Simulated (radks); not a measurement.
Task: Radial electron density D(r) = 4 pi r^2 rho(r) of an atom or ion with 43 electrons. Calculated with a radial shooting solver on a logarithmic mesh with Libxc functionals: Dirac Kohn-Sham, PBE, spin-unpolarised, spherical densities, finite nucleus; Fermi nuclear charge, rms radius of each element as measured or else 0.836 A^(1/3) + 0.57 fm.

r (bohr),D(r) (e/bohr)
0.003711,9.295
0.00432,11.75
0.004989,14.55
0.005808,18.06
0.006707,21.92
0.007808,26.54
0.009018,31.36
0.01041,36.47
0.01212,41.92
0.014,46.82
0.0163,51.28
0.01882,54.41
0.02192,56.18
0.02531,56.20
0.02923,54.73
0.03403,52.11
0.0393,49.55
0.04575,48.02
0.05284,48.76
0.06151,52.41
0.07104,58.07
0.08204,64.28
0.09551,68.88
0.1103,69.20
0.1284,64.51
0.1483,56.79
0.1726,48.85
0.1994,45.05
0.2303,46.29
0.2681,50.98
0.3096,54.19
0.3604,51.92
0.4162,43.58
0.4845,31.32
0.5596,20.92
0.6462,14.74
0.7523,12.92
0.8689,13.44
1.011,13.64
1.168,12.30
1.36,9.634
1.571,6.858
1.814,4.541
2.112,2.820
2.439,1.762
2.839,1.045
3.279,0.6041
3.817,0.3080
4.408,0.1437
5.091,0.05723
5.926,0.01745
6.844,0.004420
7.968,0.0007647
9.202,0.0001044

What is the nuclear charge?

Result: Z = 44. The innermost maximum, from 1s, lies near gamma/Z bohr with gamma = sqrt(1 - (Z/c)^2) = 0.947, here 0.0215 bohr (found: 0.0236), and its height grows with Z. The density is that of the ruthenium ion Ru+ in [Ar] 3d10 4s1 4p6 4d7 5s1; the configuration itself is not fixed sharply by these data, and Z only to a few units. D(r) has 4 maxima, at r = 0.0236, 0.103, 0.317, 0.964 bohr, and minima at 0.0472, 0.206, 0.758 bohr, inside which lie 2.06, 11.13, 29.18 electrons.
